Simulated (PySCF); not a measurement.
A survey of 19F NMR shifts

Isolated molecule, relativity neglected, rapidly exchanging positions averaged, single conformer. Shieldings: GIAO PBE0/pcSseg-1; geometry: GFN2-xTB; PySCF 2.14.0 with density-fitted response routines.

Shieldings were converted by a linear fit to measured shifts: 19F (scatter 6.0 ppm rms, 7.0 ppm with the 5 outliers that the fit left out vs CFCl3, solution or neat liquid, with a term for F on sp3 carbon). Occasional misses reach two or three times the rms, and more in compound classes unlike the fitted ones.

Task: Give the 19F shifts of `CO[SiH](OC)C(F)(F)C(F)(F)F`.

Result: 
| compound | environment | δ (ppm) |
| --- | --- | --- |
| [CH3:1][O:2][SiH:3]([O:4][CH3:5])[C:6]([F:7])([F:8])[C:9]([F:10])([F:11])[F:12] | F10/11/12: fluorine of a CF3 group (×3) | -77.8 |
| [CH3:1][O:2][SiH:3]([O:4][CH3:5])[C:6]([F:7])([F:8])[C:9]([F:10])([F:11])[F:12] | F7/8: fluorine of a CF2 group (×2) | -135.0 |

Task: Order these by 19F shift, lowest first.
A. Cc1cn[nH]c1C(F)(F)F
B. C=Cc1c(O)cccc1CF
C. FC(F)(F)Sc1ccccc1
D. CNC(=O)CC(F)F

Result: B (-233.5 ppm, fluorine on an sp3 carbon), D (-111.6 ppm, fluorine of a CF2 group), A (-63.1 ppm, fluorine of a CF3 group), C (-45.6 ppm, fluorine of an SCF3 group).
